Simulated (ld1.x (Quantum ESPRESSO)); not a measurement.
nickel, PAW: configuration errors across variants

ld1.x (Quantum ESPRESSO) 7.5 input, shortened:

```
&input
   title='Ni', zed=28., rel=1, dft='PZ', iswitch=3,
   config='[Ar] 3d8 4s1 4p0'
 /
 &inputp
   pseudotype=3, lpaw=.true., tm=.true., lloc=-1, rcloc=1.10,
   nlcc=.true., new_core_ps=.true., rcore=0.75,
   which_augfun='BESSEL', rmatch_augfun=0.90
 /
6
3S  1  0   2.00   0.00  1.10  1.20  0.0
4S  2  0   1.00   0.00  1.10  1.20  0.0
3P  2  1   6.00   0.00  1.35  1.70  0.0
4P  3  1   0.00   0.00  1.35  1.70  0.0
3D  3  2   8.00   0.00  1.40  1.50  0.0
3D  3  2   0.00   2.15  1.40  1.50  0.0
 &test
   configts(1)='3s2 3p6 3d8 4s1 4p0'
 /
```

All-electron excitation energies from the reference (eV): (1) 3s2 3p6 3d8 4s2 4p0 -9.601; (2) 3s2 3p6 3d8 4s0 4p0 17.659; (3) 3s2 3p6 3d7 4s0 4p0 55.458; (4) 3s2 3p6 3d7 4s2 4p1 1.055; (5) 3s2 3p6 3d7 4s2 4p0 6.805; (6) 3s2 3p5 3d8 4s2 4p0 69.815; (7) 3s2 3p6 3d6 4s0 4p0 113.325; (8) 3s2 3p6 3d8 4s1 4p0 spin -1.369; (9) 3s2 3p6 3d8 4s2 4p0 spin -10.513.

Spin tests fill each open shell by Hund’s rule, majority spin first.

On the changes marked as counting shells twice: ld1.x takes every shell without a wave as core, so the model core holds the marked electrons as well and exchange and correlation see them twice. This cancels in the reference configuration, but the file is broken for other ones, and its errors say nothing about a proper core correction.

Tests that are not counted but printed errors over 1 eV. “type RRKJ; waves now 3s (bound): rc 1.20 bohr; 3p (bound): rc 1.70 bohr; 3d (bound): rc 1.50 bohr; local potential all-electron potential smoothed inside 1.00 bohr (lloc = -1); rho0 0.02 (4s counted twice)”: 3s2 3p6 3d7 4s2 4p1 (solver errors, printed error -3.1 eV).

3 further variants failed, have other tests or too few solved ones, and are left out.

A true bound ghost makes a file unfit for plane-wave use even where its test errors are small: the radial tests pick states by their node count and pass the ghost by. Where a test does run into it, the solver fails or the error is huge.

Errors AE − PS in meV (a dash: test not solved or not reliable):

| change | (1) | (2) | (3) | (4) | (5) | (6) | (7) | (8) | (9) | bound ghosts |
| --- | --- | --- | --- | --- | --- | --- | --- | --- | --- | --- |
| base | +0.6 | -2.1 | -5.0 | -7.5 | -7.5 | -45 | -52 | -1.1 | -0.7 | none |
| local potential all-electron potential smoothed inside 1.00 bohr (lloc = -1) | +0.6 | -1.8 | -5.4 | -6.4 | -6.4 | -44 | -47 | -1.0 | -0.5 | none |
| augmentation BESSEL, radius 0.80 bohr | +0.4 | -2.6 | -5.1 | -8.0 | -7.9 | -45 | -52 | -0.7 | -0.4 | none |
| core correction Bessel-smoothed model core inside 0.78 bohr | +0.6 | -2.1 | -5.0 | -7.5 | -7.5 | -45 | -52 | -1.1 | -0.7 | none |
| waves 3d (bound): rcut 1.10, rcutus 1.16 bohr; 3d channel at 2.15 Ry: rcut 1.10, rcutus 1.16 bohr | +0.7 | -1.7 | -6.1 | -3.1 | -3.7 | -39 | -34 | -1.0 | -0.5 | none |
| waves 3s (bound): rcut 1.10, rcutus 1.18 bohr; 4s (bound): rcut 1.10, rcutus 1.18 bohr | +0.5 | -2.1 | -5.0 | -7.5 | -7.5 | -45 | -53 | -1.1 | -0.7 | none |
| wave 3d channel at 2.15 Ry: rcut 1.40, rcutus 1.50 bohr becomes 3d channel at -1.21 Ry: rcut 1.40, rcutus 1.50 bohr | +0.6 | -1.9 | -5.3 | -5.6 | -6.1 | -42 | -44 | -0.9 | -0.3 | none |
| type RRKJ; waves now 3s (bound): rc 1.20 bohr; 3p (bound): rc 1.70 bohr; 3d (bound): rc 1.50 bohr; local potential all-electron potential smoothed inside 1.00 bohr (lloc = -1); rho0 0.02 (4s counted twice) | -242 | +19 | -50 | – | -142 | -163 | +380 | -54 | -216 | p |
| wave 3d channel at 2.15 Ry: rcut 1.40, rcutus 1.50 bohr becomes 3d channel at 6.55 Ry: rcut 1.40, rcutus 1.50 bohr | +0.6 | -1.8 | +1.9 | +0.7 | +0.4 | -31 | -4.1 | -1.0 | -0.6 | none |

(1) Give the same row for: waves 3p (bound): rcut 1.35, rcutus 2.16 bohr; 4p (bound): rcut 1.35, rcutus 2.16 bohr.

## Answers

(1) +0.5, -2.2, -9.7, –, -16, –, –, -0.9, -0.8; bound ghosts: none. Not counted: 3s2 3p5 3d8 4s2 4p0 (solver errors, printed error -3882 eV); 3s2 3p6 3d6 4s0 4p0 (solver errors, printed error -3249 eV); 1 more.
